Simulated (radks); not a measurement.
The numbers below are computed, except where a source is named.
Numerical settings for neutral bromine, [Ar] 3d10 4s2 4p5. Code: a radial shooting solver on a logarithmic mesh with Libxc functionals. Model: Dirac Kohn-Sham, PBE, spin-unpolarised, spherical densities, point nucleus; open shells fill j = l - 1/2 first. The defaults (mesh step 0.008 in ln r, mesh end at 40 bohr or more with all orbitals vanishing there, Anderson mixing 0.5 over 9 steps, residual threshold near 1e-9 with the energy settled to 1e-9 hartree or 1e-11 of itself, here a cap of 50 iterations) give E = -2606.5971 hartree and 4p3/2 at -7.675 eV in 14 iterations. Times are rough (one thread of a shared host). Changes against that run (0 stands for a change within the tolerance of the run):

setting                    iterations         converged  E (mhartree)  e(4p3/2) (meV)  CPU (s)
mesh step in ln r 0.005            14               yes             0               0     0.18
mesh step in ln r 0.003            14               yes             0               0     0.29
mesh step in ln r 0.03             14               yes     +0.000172               0     0.04
mesh end (bohr) 1                  13  level above zero     +1.59e+05       +6.45e+05     0.08
mesh end (bohr) 2                  14  level above zero        +1e+04       +6.64e+04     0.09
residual threshold 1e-16           50                no             0               0     0.24
residual threshold 1e-05           10               yes             0         +0.0295      0.1
mixing 0.2                         18               yes             0               0     0.14
linear mixing, mixing 0.8          50                no             0        +0.00998     0.35
linear mixing, mixing 0.2          50                no             0         -0.0782     0.32
mixing history 2                   18               yes             0               0     0.13
iteration cap 8                     8                no             0           +1.29     0.07

Settled on a wrong energy, with an occupied level pushed above zero by the early mesh end: mesh end (bohr) 1 (+159 hartree); mesh end (bohr) 2 (+10 hartree). Apart from these: no run marked as converged misses the energy by more than 1 mhartree. A mesh that ends early acts as a hard wall.
